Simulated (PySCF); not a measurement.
Delta-SCF ions had no search for a lower state. Excitations are Tamm–Dancoff values on a coarser integration grid. The basis has no diffuse functions, so Rydberg states are missing or too high.

H$_{2}$B$_{2}$Si, SMILES `[SiH2]1B=B1` (charge 0, multiplicity 1)

Calculation: PySCF with PBE0-D3(BJ)/def2-TZVP.

The HOMO comes out as -7.28 eV and the dipole moment comes out as 1.18 D. The LUMO is -4.12 eV. The HOMO–LUMO gap is 3.16 eV, the S1 excitation (TDA) is 1.39 eV and the S1 oscillator strength is 0.007. The brightest of the four lowest singlets (TDA) comes out as 3.14 eV. The T1 excitation (TDA) is 0.56 eV. The S1–T1 gap (TDA) is 0.83 eV, the vertical ionisation energy (Delta-SCF) is 9.35 eV and the total energy is -339.9837 Ha. The cost comes out as around 30 core-seconds (rough).

Bonded distances (Å): B1–B2 1.533, B1–Si3 2.003, B2–Si3 2.003, Si3–H4 1.495, Si3–H5 1.495. Angles (°): B2–B1–Si3 67.5, B1–B2–Si3 67.5, B1–Si3–B2 45.0, B1–Si3–H4 105.2, B1–Si3–H5 150.2, B2–Si3–H4 150.2, B2–Si3–H5 105.2, H4–Si3–H5 104.6.
